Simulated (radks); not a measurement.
Values are calculated unless marked as measured or tabulated.
La IV, configuration [Xe].

Level of theory: scalar-relativistic Kohn-Sham, PBE, spin-unpolarised, spherical densities, point nucleus (a radial shooting solver on a logarithmic mesh with Libxc functionals).

Energy parts (Ry):
| part | energy |
|---|---|
| total | -16983.9392 |
| kinetic | 17966.1037 |
| electron-nucleus | -41010.2382 |
| Hartree | 6465.1472 |
| exchange-correlation | -404.9519 |

Orbitals (lengths in bohr, moments of r in powers of bohr; r(90%) holds 90 % of the orbital's charge):
| orbital | occ. | eigenvalue (Ry) | <r^4> | r(90%) |
|---|---|---|---|---|
| 1s | 2 | -2849.988 | 1.917e-06 | 0.0452 |
| 2s | 2 | -455.1435 | 0.0003185 | 0.166 |
| 2p | 6 | -408.0897 | 0.0002326 | 0.153 |
| 3s | 2 | -98.70536 | 0.01307 | 0.418 |
| 3p | 6 | -83.68219 | 0.01367 | 0.424 |
| 3d | 10 | -62.10603 | 0.01145 | 0.407 |
| 4s | 2 | -21.29972 | 0.3384 | 0.939 |
| 4p | 6 | -16.41382 | 0.4451 | 1.01 |
| 4d | 10 | -9.34481 | 0.7570 | 1.15 |
| 5s | 2 | -4.53232 | 10.20 | 2.20 |
| 5p | 6 | -3.28859 | 17.82 | 2.53 |
| 4f | 0 | -2.00706 | 6.237 | 1.91 |
| 6s | 0 | -1.49330 | 236.3 | 4.82 |

The highest occupied level is 5p at -44.743 eV. Summed over all electrons, <r^2> = 38.81 bohr^2, which gives a Langevin (diamagnetic) susceptibility term of -30.7 x 10^-6 cm^3/mol. For comparison, the ionisation energy in NIST's Atomic Spectra Database is 50.0 eV (semi-empirical). In exact Kohn-Sham theory the highest level is minus the ionisation energy, but local and semilocal functionals leave it too shallow, through self-interaction and a potential that decays too fast; potentials with the right tail come closer. The density falls to 0.001 e/bohr^3 at r = 3.50 bohr.
